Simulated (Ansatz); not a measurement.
Total energies of Ge18BH28, a doped nanocrystal cut from the lattice of germanium (B on an inner site) from Ansatz at PBE0-D4/def2-TZVP, gas phase (1 Eh = 27.2114 eV = 2625.5 kJ/mol). The reference geometry is relaxed at PBE-D4/def2-SVP.

Cartesian coordinates in Å:
```
Ge -0.720 -0.173 -2.072
Ge 4.028 1.409 -1.156
Ge -2.947 -3.190 -0.811
Ge 1.445 -1.326 0.271
Ge -4.315 0.601 -0.753
Ge 0.438 2.147 0.197
Ge -1.179 -0.536 1.497
Ge 3.244 1.109 2.787
Ge -1.351 -2.497 -2.534
Ge -2.719 1.188 -2.506
Ge -4.936 -1.761 -0.964
Ge 3.219 -0.881 -1.422
Ge 2.132 2.928 -1.403
B -0.023 0.161 -0.152
Ge 4.957 1.614 1.104
Ge -1.991 -2.853 1.419
Ge 2.572 -1.222 2.452
Ge -3.221 0.891 1.411
Ge 1.336 2.604 2.433
H 0.333 0.265 -3.142
H 5.139 1.658 -2.225
H -3.390 -4.676 -0.989
H 0.914 -2.770 -0.001
H -5.589 1.503 -0.778
H -0.808 3.066 -0.021
H -0.484 -0.247 2.866
H 3.873 1.292 4.204
H -2.030 -2.628 -3.931
H -0.118 -3.449 -2.521
H -3.337 0.870 -3.900
H -2.393 2.709 -2.452
H -5.638 -1.974 -2.339
H -5.955 -2.130 0.154
H 2.636 -1.179 -2.833
H 4.334 -1.930 -1.113
H 1.595 2.887 -2.863
H 2.587 4.384 -1.090
H 6.167 0.646 1.256
H 5.481 3.068 1.300
H -0.880 -3.889 1.751
H -3.112 -2.996 2.493
H 3.842 -2.123 2.369
H 1.685 -1.756 3.611
H -2.805 2.360 1.710
H -4.113 0.378 2.586
H 1.823 4.080 2.553
H 0.272 2.370 3.546
```

| state | geometry | energy (Eh) |
| --- | --- | --- |
| charge 0 doublet | reference | -37423.43834 |
| charge 1 singlet | reference | -37423.16085 |
| charge -1 singlet | reference | -37423.57694 |
| free Ge atom (triplet) | – | -2076.65516 |
| free B atom (doublet) | – | -24.61828 |
| free H atom (doublet) | – | -0.50104 |

Single mean-field runs in def2-TZVP are fitted with def2-universal-jkfit.

Other spin states of the ions weren't run at this level and may lie lower.

Work out the vertical ionisation energy to the singlet.

E(charge 1 singlet) − E(charge 0 doublet) = -37423.16085 − (-37423.43834) = 0.27749 Eh = 7.55 eV. For comparison, −ε of the highest occupied level of the spin that leaves is 6.54 eV at this level, 1.01 eV less.

Work out the vertical electron affinity, to the singlet.

E(charge 0 doublet) − E(charge -1 singlet) = -37423.43834 − (-37423.57694) = 0.13860 Eh = 3.77 eV. The basis lacks diffuse functions, which makes affinities too small.

Give the fundamental gap IE − EA, the Mulliken electronegativity (IE + EA)/2 and the hardness (IE − EA)/2.

From the values in Eh: IE − EA = 0.27749 − 0.13860 = 0.13889 Eh = 3.78 eV; (IE + EA)/2 = 5.66 eV; (IE − EA)/2 = 1.89 eV.

What is the binding energy per atom against free atoms?

Atoms: 18 × (-2076.65516) + 1 × (-24.61828) + 28 × (-0.50104) = -37418.44028 Eh. Binding: -37418.44028 − (-37423.43834) = 4.99806 Eh = 136.00 eV, or 2.89 eV for each of 47 atoms (no zero-point energy, no counterpoise term).
